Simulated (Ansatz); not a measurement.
Geometry optimisation, DFT PBEsol, scalar-relativistic, plane waves, PAW in Ansatz.

Input:

```yaml
crystal:
  lattice:
    - [4.58, 0.0, 0.0]
    - [2.29, 3.966396, 0.0]
    - [0.0, 0.0, 14.58843]
  atoms:
    - { symbol: Be, position: [0.0, 0.0, 0.06854747] }
    - { symbol: Be, position: [0.5, 0.0, 0.06854747] }
    - { symbol: Be, position: [-2.0e-08, 0.50000004, 0.06854747] }
    - { symbol: Be, position: [0.49999998, 0.50000004, 0.06854747] }
    - { symbol: Be, position: [-0.16666668, 0.33333336, 0.19153638] }
    - { symbol: Be, position: [0.33333332, 0.33333336, 0.19153638] }
    - { symbol: Be, position: [-0.1666667, 0.83333341, 0.19153638] }
    - { symbol: Be, position: [0.3333333, 0.83333341, 0.19153638] }
    - { symbol: Be, position: [0.0, 0.0, 0.31452528] }
    - { symbol: Be, position: [0.5, 0.0, 0.31452528] }
    - { symbol: Be, position: [-2.0e-08, 0.50000004, 0.31452528] }
    - { symbol: Be, position: [0.49999998, 0.50000004, 0.31452528] }
    - { symbol: B, position: [0.66666664, 0.66666673, 0.40226604] }
basis:
  ecutwfc: 420.0
kpoints:
  mp_grid: { grid: [5, 5, 1] }
hamiltonian:
  xc: pbesol
scf:
  occupations: { method: gaussian, width: 0.1 }
  lower_state_search: "off"
relax:
  f_tol: 0.03
  max_steps: 60
  adjacent_minimum: "off"
  constraints: [{ sites: [0, 1, 2, 3] }]
```

Command:

```bash
$ ansatz run input.yaml --threads 1 --pin off --max-ram 3072MiB --backend cpu --events-out ev --progress --plain --runs-dir out
```

Q: Where does it end, and by what steps?

A: The run converged. The force dipped under the threshold on the way, but the program's further checks kept it going. Limits of this set-up: coarse k mesh, thin slab, slab without dipole correction, odd electron count without spin. After 5 steps the energy has fallen by 0.152 eV; Be9 moved furthest, 0.40 Å.

| step | energy less start (eV) | largest force component (eV/Å) | accepted |
| --- | --- | --- | --- |
| 0 | 0.0000 | 0.758 | yes |
| 1 | -0.0941 | 0.448 | yes |
| 2 | -0.1474 | 0.106 | yes |
| 3 | -0.1503 | 0.145 | yes |
| 4 | -0.1521 | 0.019 | yes |
| 5 | -0.1521 | 0.019 | yes |

```xyz
13
Lattice="4.5800 0.0000 0.0000 2.2900 3.9664 0.0000 0.0000 0.0000 14.5884" Properties=species:S:1:pos:R:3
Be 0.000 0.000 1.000
Be 2.290 0.000 1.000
Be 1.145 1.983 1.000
Be 3.435 1.983 1.000
Be 0.000 1.295 2.837
Be 2.290 1.322 2.874
Be 1.169 3.319 2.837
Be 3.411 3.319 2.837
Be 0.000 0.000 4.989
Be 2.290 0.027 4.653
Be 1.169 1.970 4.653
Be 3.411 1.970 4.653
B 4.580 2.644 5.920
```

The run took 11 s on 1 thread of Arm Neoverse V2, with other jobs on the host, peak memory 0.38 GiB.
